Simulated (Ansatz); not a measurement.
C3H11BSi (`BCC[SiH2]C`), relaxed with RKS PBE-D4/def2-SVP in Ansatz 0.2.0 from a rough embedded geometry. The force threshold is 0.03 eV/Å; the program also tests the step.

Charge 0, multiplicity 1.

Start:

```xyz
16

B    -2.634    0.595    0.300
C    -1.286   -0.204    0.122
C    -0.138    0.612    0.648
Si    1.518   -0.204    0.517
C     1.941   -0.565   -1.282
H    -2.746    1.650    0.725
H    -3.666    0.070   -0.108
H    -1.349   -1.115    0.670
H    -1.158   -0.408   -0.929
H    -0.060    1.600    0.108
H    -0.317    0.878    1.751
H     1.387   -1.544    1.228
H     2.525    0.491    1.117
H     1.926    0.395   -1.797
H     2.929   -1.054   -1.327
H     1.130   -1.197   -1.742
```

(1) By how much does the energy fall, and how many steps does the optimiser take? (An estimate is asked.)

(2) Which bonds change most? (An estimate is asked.)

(3) Give the relaxed structure. (Estimate.)

## Answers

(1) The calculation gave: 14.37 kcal/mol, in 5 steps.

(2) Ansatz gave: Si4–H13 from 1.363 to 1.509 Å; B1–H6 from 1.143 to 1.221 Å; C2–H8 from 1.065 to 1.120 Å; C3–Si4 from 1.851 to 1.901 Å.

(3) Computed: 
```xyz
16

B    -2.751    0.564    0.276
C    -1.339   -0.089    0.152
C    -0.110    0.665    0.693
Si    1.542   -0.258    0.520
C     1.963   -0.596   -1.295
H    -2.918    1.665    0.777
H    -3.727   -0.037   -0.142
H    -1.427   -1.109    0.606
H    -1.222   -0.347   -0.932
H    -0.011    1.650    0.186
H    -0.253    0.907    1.769
H     1.448   -1.570    1.263
H     2.646    0.554    1.153
H     2.043    0.352   -1.865
H     2.930   -1.130   -1.383
H     1.185   -1.222   -1.778
```
